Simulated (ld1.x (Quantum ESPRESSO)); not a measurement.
Values are calculated unless marked as measured or tabulated.
Hardness and transferability of assorted potentials

Generated with ld1.x 7.5 (TM, RRKJ, ultrasoft, PAW), atompaw 4.2 or ONCVPSP 4.0.1. The cutoff is in Ry: for ld1.x and atompaw files where the sum of valence levels is converged to 10 mRy in a Bessel basis, for ONCV files where the hardest occupied wave has 1 mHa per electron of residual kinetic energy. The error is the largest all-electron minus pseudo excitation energy over each file’s own four to seven test configurations (ionisations up to +4, promotions, holes and added fractions of an electron), all of which were solved. The labels leave out finer settings (local radius, basis sizes, second energies), which also bear on the numbers. Spin-polarised tests are not counted. The rows are a selection from randomly drawn settings: files with unsolved tests, undetermined cutoffs or missed reference levels are left out.

A true bound ghost makes a file unfit for plane-wave use even where its test errors are small: the radial tests pick states by their node count and pass the ghost by.

| element | potential | cutoff (Ry) | largest error (meV) | bound ghosts |
| --- | --- | --- | --- | --- |
| C | PAW, PBE, non-relativistic, rc 1.35/2.35/2.45 (spd), local smoothed, core correction yes, reference 2s2 2p1.5 | 12 | -5.5 | none |
| O | ultrasoft, PBEsol, scalar-relativistic, rc 0.68/1.66 (sp), local smoothed, core correction yes, reference 2s2 2p4 | 70 | +140 | none |
| Cl | TM, LDA (PZ), non-relativistic, rc 1.30/1.55 (sp), local s, core correction yes, reference 3s2 3p5 | 50 | +215 | none |
| Au | RRKJ, PBE, fully relativistic, rc 1.90/2.20/1.70 (spd), local s, core correction no, reference 5d10 6s0 6p0 | 40 | -696 | none |
| Au | TM, PBEsol, scalar-relativistic, rc 1.95/2.60/1.55/2.65 (spdf), local s, core correction yes, reference 5d10 6s1 6p0 | 45 | -358 | none |

(1) Fill in the row for In: PAW, PBE, scalar-relativistic, rc 2.50/1.55/1.15/2.60 (spdf), local smoothed, core correction yes, reference 4p6 4d10 5s2 5p1.

(2) Fill in the row for Ga: TM, LDA (PZ), scalar-relativistic, rc 1.40/1.65/1.30 (spd), local s, core correction no, reference 4s2 4p0.

Results:

(1) cutoff 90 Ry, largest error -10 meV, bound ghosts: none.

(2) cutoff 35 Ry, largest error +102 meV, bound ghosts: p.
